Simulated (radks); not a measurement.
The nuclear charge of neutral nickel is varied continuously with 28 electrons held in [Ar] 3d8 4s2. Method: scalar-relativistic Kohn-Sham, PBEsol, spin-unpolarised, spherical densities, finite nucleus; Fermi nuclear charge, rms radius 3.7757 fm; computed with a radial shooting solver on a logarithmic mesh with Libxc functionals. By the Hellmann-Feynman theorem dE/dZ = E(electron-nucleus)/Z, the electronic potential at the nucleus (averaged over a nucleus of fixed radius). The scalar-relativistic energy here is not variational (the density holds large components alone), so the two differ by a part that grows with Z.

| Z | E (hartree) | E(electron-nucleus)/Z (hartree) | HOMO | e(HOMO) (eV) | <r> HOMO (bohr) |
|---|---|---|---|---|---|
| 27.8 | -1493.27557 | -129.017 | 4s | -4.046 | 2.926 |
| 27.9 | -1506.22115 | -129.648 | 4s | -4.838 | 2.858 |
| 28 | -1519.22996 | -130.279 | 4s | -5.663 | 2.794 |
| 28.1 | -1532.30194 | -130.908 | 4s | -6.518 | 2.735 |
| 28.2 | -1545.43703 | -131.537 | 4s | -7.403 | 2.680 |
| 28.3 | -1558.63516 | -132.166 | 4s | -8.318 | 2.628 |
| 28.4 | -1571.89630 | -132.794 | 4s | -9.260 | 2.579 |
| 28.5 | -1585.22038 | -133.422 | 4s | -10.231 | 2.533 |
| 28.6 | -1598.60738 | -134.049 | 4s | -11.228 | 2.489 |
| 28.7 | -1612.05724 | -134.676 | 4s | -12.252 | 2.447 |
| 28.8 | -1625.56994 | -135.302 | 4s | -13.302 | 2.407 |
| 28.9 | -1639.14545 | -135.928 | 4s | -14.377 | 2.369 |
| 29 | -1652.78373 | -136.554 | 4s | -15.477 | 2.333 |

The central difference of E at Z = 28 is -130.404 hartree, to compare with the third column; the second derivative is -6.32 hartree.
